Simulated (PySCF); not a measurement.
Ga(F)(vinyl)(OH) (C₂H₄FGaO), SMILES C=[CH][Ga]([OH])[F].

The structure is a stationary point at PBE-D3(BJ)/def2-SVP. The structure was generated by enumeration; whether it is a known compound was not checked. The values are those of a single conformer.

All values below come from PySCF with TDA-B3LYP/def2-SVPD.

Vertical excitations. Isolated molecule, no solvent. State labels are in the subgroup Cs.

Question: Give excitation energies, oscillator strengths and character. (Estimate from the structure and the level; the computed values follow.)

Answer: 
```tsv
state	symmetry	energy (eV)	λ (nm)	f	main pairs
S1	A"	5.93	209	0.004	HOMO−1→LUMO 92 %
S2	A"	6.19	200	0.000	HOMO→LUMO+1 91 %
S3	A'	6.27	198	0.043	HOMO−2→LUMO 53 %, HOMO→LUMO 36 %
S4	A"	6.71	185	0.040	HOMO−2→LUMO+1 87 %
S5	A'	6.73	184	0.177	HOMO→LUMO 45 %, HOMO−2→LUMO 35 %, HOMO→LUMO+2 12 %
S6	A"	6.87	180	0.018	HOMO−3→LUMO 87 %
S7	A'	7.06	176	0.243	HOMO−1→LUMO+1 83 %
S8	A'	7.68	161	0.168	HOMO−3→LUMO+1 77 %
S9	A"	7.76	160	0.001	HOMO−4→LUMO 92 %
S10	A"	7.85	158	0.024	HOMO→LUMO+3 94 %
T1	A'	4.06	305	0	HOMO→LUMO 86 %
T2	A"	5.42	229	0	HOMO−1→LUMO 93 %
T3	A'	5.90	210	0	HOMO−2→LUMO 88 %
T4	A"	5.95	208	0	HOMO→LUMO+1 85 %
```
Triplets are in the Tamm–Dancoff approximation.
